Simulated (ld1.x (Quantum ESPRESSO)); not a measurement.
In: what ld1.x (Quantum ESPRESSO) 7.5 does with a changed input

Command:

```bash
ld1.x < In.in > In.out
```

Input:

```
&input
   title='In', zed=49., rel=1, dft='PBESOL', iswitch=3,
   config='[Kr] 4d10 5s2 5p1',
   nld=3, rlderiv=2.05, eminld=-8.0, emaxld=5.0, deld=0.04
 /
 &inputp
   pseudotype=3, tm=.true., lloc=-1, rcloc=1.60,
   nlcc=.true., rcore=0.65,
   which_augfun='PSQ', rmatch_augfun=1.10,
   file_pseudopw='In.UPF', file_wfcaegen='ae.wfc', file_wfcncgen='nc.wfc', file_beta='beta', file_chi='chi', file_wfcusgen='us.wfc'
 /
7
5S  1  0   2.00   0.00  1.55  1.90  0.0
5S  1  0   0.00   1.75  1.55  1.90  0.0
4P  2  1   6.00   0.00  1.60  1.80  0.0
5P  3  1   1.00   0.00  1.60  1.80  0.0
4D  3  2  10.00   0.00  1.20  1.35  0.0
4D  3  2   0.00  -0.20  1.20  1.35  0.0
 &test
   configts(1)='4p6 4d10 5s2 5p1'
 /
```

Output:

```
Program LD1 v.7.5

 %%%%%%%%%%%%%%%%%%%%%%%%%%%%%%%%%%%%%%%%%%%%%%%%%%%%%%%%%%%%%%%%%%%%%%%%%%%%%%
     Error in routine read_psconfig (5010):
     reading pseudo wavefunctions configuration
 %%%%%%%%%%%%%%%%%%%%%%%%%%%%%%%%%%%%%%%%%%%%%%%%%%%%%%%%%%%%%%%%%%%%%%%%%%%%%%

     stopping ...
```

Problem. This input was made by a single change from one that runs to its end. What was changed?

Solution. The change: count of waves off by +1. The program refuses the input: "read_psconfig: reading pseudo wavefunctions configuration".
